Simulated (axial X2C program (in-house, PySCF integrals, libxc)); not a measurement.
## FeF: cheaper levels and CCSD(T), 2c

Computed with an in-house relativistic program for diatomic molecules. Two-component (2c) means X2C with spin–orbit coupling and atomic mean-field two-electron Coulomb and Gaunt terms. Basis: Fe dyall-cv3z [9s10p6d3f2g], F dyall-av3z [7s6p3d2f] (cores contracted in-house); Gaussian nuclei, density fitting, unrestricted open shells. Masses: Fe 55.935 u, F 18.998 u.

State: Ω = 9/2 (⟨Sz⟩ = 2.50, ⟨Lz⟩ = 2.00 at HF); fragments Fe + F.

```csv
level,Re (Å),ωe (cm⁻¹)
PBE0,1.777,659.2
HF,1.813,650.8
MP2,1.798,643.1
CCSD,1.792,655.9
BHandHLYP,1.789,658.6
```

Correlated methods: 15 electrons correlated (number of frozen shells: Fe 3 s, 2 p; F 1 s), 249 virtual spin orbitals or spinors in MP2, 90 natural virtuals in coupled cluster.

CCSD(T), same Hamiltonian and basis:

Re = 1.792 Å, ωe = 653.7 cm⁻¹; T1 = 0.017 (Lee–Taylor normalisation).

**Question.** Give the differences from CCSD(T) in the columns below.

**Answer.** 

| level | ΔRe (Å) | Δωe (cm⁻¹) |
| --- | --- | --- |
| PBE0 | -0.015 | 6 |
| HF | 0.021 | -3 |
| MP2 | 0.006 | -11 |
| CCSD | 0.000 | 2 |
| BHandHLYP | -0.003 | 5 |

Occupations by symmetry block were frozen at the best pattern of an incomplete PBE0 search. De is not given where an atomic determinant may have missed its ground term or J level, or where the truncated virtual space spoils (T). Density functionals use the spin component along the axis (collinear). Coupled cluster ran in a truncated set of natural virtual spinors; the MP2 energy of the rest was added. (T) has no such correction and the atoms are truncated less, which lowers De at CCSD(T) by a hundredth of an eV or more. PBE0 can misorder states that lie within some tenths of an eV, so this need not be the ground state of the molecule. The nearest other spin-free determinant of the search, M_S = 5/2, Λ = 1, lies 0.34 eV up at the distance of the search. Without a current term, density functionals place determinants with orbital angular momentum somewhat too high. With several unpaired electrons one determinant need not be a pure state. A state of lower Ω lies just above, and one determinant can place such states too high, so the state shown need not be the lowest. The search has Ω = 1/2 only 0.09 eV up.
